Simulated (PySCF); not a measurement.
Vertical excitations of a molecule C3H6Si from TDA-LC-ωPBE/def2-SVPD run with PySCF, as energy in eV (oscillator strength): 6.05 (0.000), 6.37 (0.001), 6.37 (0.002), 8.52 (0.011), 8.57 (0.090), 8.92 (0.017), 8.99 (0.448), 9.20 (0.003), 9.32 (0.001), 9.44 (0.075). Lowest triplet (TDA): 4.75 eV. Geometry: r2SCAN-D4/def2-SVP. One conformer was computed; it need not be the lowest.

Task: Pick the molecule that these values belong to.
A) C1=C[SiH2]C1
B) CC#C[SiH3]
C) C=C=C[SiH3]
D) C#C[SiH2]C

Result: D, C#C[SiH2]C
